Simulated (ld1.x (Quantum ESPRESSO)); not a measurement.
## What the settings do to the PAW potential of gold

Base potential:

Au, PAW, made with ld1.x (Quantum ESPRESSO) 7.5 (PBEsol, fully relativistic). Core [Xe] 4f14, reference 5d10 6s1 6p0. Waves: 6s (bound): rcut 1.75, rcutus 2.35 bohr; 6s channel at 1.45 Ry: rcut 1.75, rcutus 2.35 bohr; 6p (bound, empty): rcut 2.80, rcutus 3.15 bohr; 6p channel at 1 Ry: rcut 2.80, rcutus 3.15 bohr; 5d (bound): rcut 1.05, rcutus 1.40 bohr; 5d channel at -0.2 Ry: rcut 1.05, rcutus 1.40 bohr. Local part: all-electron potential smoothed inside 1.70 bohr (lloc = -1). Core correction: Bessel-smoothed model core inside 1.35 bohr. Augmentation charge: PSQ, radius 0.90 bohr.

Open shells are filled in proportion to 2j + 1 (rel_dist='average').

All-electron outer shells of the reference configuration (PBEsol, scalar-relativistic, ld1.x):

```
shell  level (eV)  outermost node (bohr)  outermost maximum (bohr)
   4f      -81.19                      –                      0.37
   5p      -59.80                   0.52                      0.96
   5d       -6.90                   0.56                      1.21
   6s       -5.80                   1.11                      2.32
   6p       -0.70                   1.32                      3.55
```

Cutoffs, loose and tight: the cutoffs (Ry, on a coarse ladder) from which the occupation-weighted sum of valence levels, in a spherical-Bessel basis at the reference potential, stays within 10 and 1 mRy of its value at 400 Ry. They do not see the model core or the augmentation charge, which bear on the density cutoff. Test errors are all-electron minus pseudo excitation energies from the reference, over the configurations 5d10 6s0 6p0; 5d9 6s0 6p0; 5d8 6s0 6p0; 5d9 6s2 6p0; 5d10 6s0.5 6p0; 5d9 6s1 6p0; 5d7 6s0 6p0. A dash means not determined; rows that change the core or the reference have their own tests.

Cutoffs are not given where the Bessel-basis levels miss the radial ones by over 6 mRy, ghosts where they miss by over 20 mRy; a channel whose overlap is not positive is not tested.

```csv
change,outcome,bound ghosts,largest test error (meV)
base,generated,not determined,-598
"waves 6p (bound): rcut 1.96, rcutus 2.08 bohr; 6p channel at 1 Ry: rcut 1.96, rcutus 2.08 bohr",generated,not determined,-596
"waves 6p (bound): rcut 2.24, rcutus 2.38 bohr; 6p channel at 1 Ry: rcut 2.24, rcutus 2.38 bohr",generated,not determined,-596
"waves 6p (bound): rcut 2.50, rcutus 2.66 bohr; 6p channel at 1 Ry: rcut 2.50, rcutus 2.66 bohr",generated,not determined,-597
"waves 6p (bound): rcut 2.80, rcutus 3.00 bohr; 6p channel at 1 Ry: rcut 2.80, rcutus 3.00 bohr",generated,not determined,-598
"waves 6p (bound): rcut 2.80, rcutus 3.32 bohr; 6p channel at 1 Ry: rcut 2.80, rcutus 3.32 bohr",generated,not determined,-599
"waves 6p (bound): rcut 2.80, rcutus 3.48 bohr; 6p channel at 1 Ry: rcut 2.80, rcutus 3.48 bohr",generated,not determined,-600
"waves 6p (bound): rcut 2.80, rcutus 3.90 bohr; 6p channel at 1 Ry: rcut 2.80, rcutus 3.90 bohr",generated,not determined,-603
"waves 6p (bound): rcut 2.80, rcutus 4.06 bohr; 6p channel at 1 Ry: rcut 2.80, rcutus 4.06 bohr",generated,not determined,-605
"waves 6p (bound): rcut 2.80, rcutus 4.50 bohr; 6p channel at 1 Ry: rcut 2.80, rcutus 4.50 bohr",generated,not determined,-612
"waves 6p (bound): rcut 2.80, rcutus 4.74 bohr; 6p channel at 1 Ry: rcut 2.80, rcutus 4.74 bohr",generated,not determined,-616
```
